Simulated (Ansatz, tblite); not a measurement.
Cost and result up the ladder for Rb2H3 (5 atoms). The state is a doublet with charge 0. Geometry: r2SCAN-D4/def2-TZVP.

```xyz
5

Rb   -1.759   -0.660   -0.787
Rb    1.485    1.276   -2.784
H    -0.387   -0.641    2.307
H     0.650    0.374   -0.474
H     0.011   -0.349    1.738
```

Ansatz on 4 threads of Arm Neoverse V1 on a shared host; xTB runs through tblite on one thread. Times are rough, summed over both states, and most runs start from the orbitals of an earlier one. CCSD(T)/def2-TZVPP serves as the yardstick here, not as an exact answer. The other state is a singlet.

In the def2 sets Rb takes a core potential; there is no spin–orbit coupling. The xTB rows come from tblite. Correlated methods freeze no core orbitals; core or outer-core shells of Rb are correlated, in sets that lack core-valence functions. In the doublet, H3 and H5 lie 0.75 Å apart (atoms count from 1), so H2 has formed as a molecule. The structure comes from a short search, and lower isomers may exist.

Correlated methods converge slowly with the basis.

Raw xTB energies of ions are shifted by several eV, and xTB has no spin-polarisation term.

| level | functions | wall time |
| --- | --- | --- |
| GFN1-xTB | 14 | 0.003 s |
| GFN2-xTB | 11 | 0.004 s |
| PBE-D4/def2-TZVP | 84 | 2.1 s |
| PBE0-D4/def2-TZVP | 84 | 3.9 s |
| r2SCAN-D4/def2-TZVP | 84 | 4.5 s |
| CCSD(T)/def2-TZVPP | 122 | 29 s |

(1) Estimate what each level gives for the vertical IE (eV).

Answers

(1) 
```csv
level,vertical IE (eV),difference from CCSD(T)/def2-TZVPP (eV)
GFN1-xTB,10.28,6.98
GFN2-xTB,7.88,4.58
PBE-D4/def2-TZVP,3.63,0.33
PBE0-D4/def2-TZVP,3.54,0.25
r2SCAN-D4/def2-TZVP,3.42,0.12
CCSD(T)/def2-TZVPP,3.29,0.00
```
